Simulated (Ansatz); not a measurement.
System: dihydroxy(dimethyl)silane, C2H8O2Si, charge 0, multiplicity 1. SMILES: C[Si](C)(O)O
Coordinates optimised at B3LYP-D3(BJ)/def2-TZVP (Ansatz, a first-principles code):
```
Si
O 1 1.6566
H 2 0.9605 1 117.63
O 1 1.6566 2 111.01 3 -60.32
H 4 0.9605 1 117.63 2 -60.32
C 1 1.8606 2 104.48 3 178.99
H 6 1.0918 1 110.94 2 178.70
H 6 1.0919 7 108.18 1 -121.82
H 6 1.0924 7 108.10 8 -116.17
C 1 1.8606 2 111.82 3 55.93
H 10 1.0918 1 110.94 2 58.55
H 10 1.0919 11 108.18 1 -121.82
H 10 1.0924 11 108.10 12 -116.17
```
Charge 0, spin multiplicity 1.

Computed values are from Ansatz. Correlated levels leave the core frozen unless marked. UHF or UKS for open shells. Spin-orbit coupling is left out. Non-relativistic. CBS(X,Y): correlation extrapolated as X^-3; Hartree-Fock from the larger set. The bracket is a focal-point correction in the basis named.

What is the T1 diagnostic at CCSD/cc-pV(T+d)Z?

0.010.

What is the dipole moment at CCSD(T)/aug-cc-pV(D+d)Z?

0.31 D.

What is the total energy at RI-MP2/CBS(cc-pV(T+d)Z,cc-pV(Q+d)Z)+[CCSD(T)-MP2]/cc-pV(T+d)Z?

-520.4831 Eh.

What is the atomisation energy De at RI-MP2/CBS(cc-pV(T+d)Z,cc-pV(Q+d)Z)+[CCSD(T)-MP2]/cc-pV(T+d)Z?

5120.0 kJ/mol.
